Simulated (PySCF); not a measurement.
A side-by-side comparison of computed properties.

First species: C₅H₁₃PSi₂.
SMILES: `CC#C[Si@H](P)[SiH](C)C`

Second species: C₃H₄ClF.
SMILES: `C/C(Cl)=C\F`

Levels: PBE0/pcSseg-1 for dipole moment, HOMO energy, LUMO energy and HOMO–LUMO gap; GFN2-xTB for rotational constant A and rotational constant C. Geometries: GFN2-xTB. All species are isolated and taken at one optimised geometry, non-relativistic unless stated; the electronic structure was computed with PySCF and density fitting.

The conformers computed, where there is a choice (atom-mapped SMILES and torsion angles):
- `[CH3:1][C:2]#[C:3][Si@H:4]([PH2:5])[SiH:6]([CH3:7])[CH3:8]`: C3–Si4–Si6–C7 -59°, H–P5–Si4–C3 40°, H–P5–Si4–C3 -52°

```csv
property,column X,column Y
dipole moment,0.48 D,2.76 D
HOMO energy,-7.21 eV,-6.97 eV
LUMO energy,0.14 eV,-0.20 eV
HOMO–LUMO gap,7.35 eV,6.77 eV
rotational constant A,7.844 GHz,1.011 GHz
rotational constant C,1.889 GHz,0.535 GHz
```

Task: Which column belongs to which species?

Result: Column X is the second species and column Y the first. The first has 21 atoms and 86 electrons, the second 9 and 48.

Task: How does each property change from the first species to the second?

Result: dipole moment -2.28 D; HOMO energy -0.24 eV; LUMO energy +0.34 eV; HOMO–LUMO gap +0.58 eV; rotational constant A +6.833 GHz; rotational constant C +1.354 GHz.

On the first: The dipole matches unit charges of opposite sign 0.57 Å apart (1 e·Å = 4.8032 D).

On the second: The dipole equals about 1.6 × 10⁻³⁰ C·m (1 D = 3.33564 × 10⁻³⁰ C·m). A dipole of 0.48 D is allowed in Cs, and pure rotational transitions are dipole-allowed.
